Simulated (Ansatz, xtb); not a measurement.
## Two isomers of CH5ClFInSi

We compare X, `C[Si@H](F)[InH][Cl]`, a singlet, with Y, `[CH3][In]([Cl])[SiH2]F`, a singlet. Both are isolated molecules in the gas phase, relaxed with PBE0-D3(BJ)/def2-SVP, each in the lowest conformer that the search found.

X (Å):

```yaml
atoms:
  - { symbol: C, position_ang: [-1.1399, -0.4064, -0.7977] }
  - { symbol: Cl, position_ang: [1.6791, 1.6844, 1.2781] }
  - { symbol: F, position_ang: [-2.4313, 1.7911, -2.1129] }
  - { symbol: In, position_ang: [0.3125, 2.8975, -0.2600] }
  - { symbol: Si, position_ang: [-1.7086, 1.3665, -0.7070] }
  - { symbol: H, position_ang: [-0.5624, -0.6431, 0.1105] }
  - { symbol: H, position_ang: [-0.4859, -0.5717, -1.6671] }
  - { symbol: H, position_ang: [-1.9945, -1.0970, -0.8669] }
  - { symbol: H, position_ang: [-2.7242, 1.5449, 0.3754] }
  - { symbol: H, position_ang: [1.0153, 4.4194, -0.6504] }
```

Y (Å):

| atom | x (Å) | y (Å) | z (Å) |
| --- | --- | --- | --- |
| C | -0.1024 | -2.1476 | -0.3940 |
| Cl | 2.1776 | 0.8294 | -0.3553 |
| F | -3.1850 | 1.4616 | 0.1494 |
| In | -0.0534 | -0.0073 | -0.2302 |
| Si | -1.6425 | 1.9972 | 0.0614 |
| H | -1.1260 | -2.5371 | -0.3138 |
| H | 0.3280 | -2.4340 | -1.3647 |
| H | 0.5214 | -2.5746 | 0.4047 |
| H | -1.5483 | 2.9374 | -1.0947 |
| H | -1.3446 | 2.7469 | 1.3178 |

Q: Which of the two would you expect CCSD(T)/def2-SVP + ΔMP2/def2-TZVPP electronic energies to favour?

A: Structure X; the calculation gives E(Y) − E(X) = +14.0 kJ/mol.

How the difference moves with the method:

```
                             level              geometry  E(Y) − E(X) (kJ/mol)  departure from the last row (kJ/mol)  job, with rough time for the two
              PBE0-D3(BJ)/def2-SVP  PBE0-D3(BJ)/def2-SVP                   +26.2                                 +12.3             optimisation, 5.2 min
                       HF/def2-SVP  PBE0-D3(BJ)/def2-SVP                   +21.4                                  +7.4           part of the CCSD(T) run
                      MP2/def2-SVP  PBE0-D3(BJ)/def2-SVP                   +16.0                                  +2.0           part of the CCSD(T) run
                  CCSD(T)/def2-SVP  PBE0-D3(BJ)/def2-SVP                   +16.5                                  +2.6                      single point
CCSD(T)/def2-SVP + ΔMP2/def2-TZVPP  PBE0-D3(BJ)/def2-SVP                   +14.0                                                      single point, 66 s
```

As drawn, Y has 1 C–In, 1 Si–H in place of 1 C–Si, 1 In–H.

None of the levels shown reverses the order. The largest departure from CCSD(T)/def2-SVP + ΔMP2/def2-TZVPP is that of PBE0-D3(BJ)/def2-SVP, 12.3 kJ/mol. Levels run at GFN2-xTB geometries aren't shown. The last row adds to CCSD(T) the change of the MP2 difference between the two basis sets, here −2.6 kJ/mol.

With harmonic frequencies from PBE0-D3(BJ)/def2-SVP (ideal gas, rigid rotor, one conformer each, 600 K, 1 atm): on the last row, ΔE + ΔZPE = +15.7 kJ/mol. A mode under 50 cm⁻¹ makes harmonic enthalpies and free energies unreliable, so none is given.

The correlated steps freeze 16 core orbitals; the filled d shell of In is correlated, in a basis made for valence electrons. Atoms past krypton carry core potentials in the def2 sets and no spin–orbit term is included. Codes used: Ansatz 0.2.0; the last row on 2 threads of Intel(R) Xeon(R) Platinum 8259CL CPU @ 2.50GHz (Skylake/Cascade Lake) on a shared host.
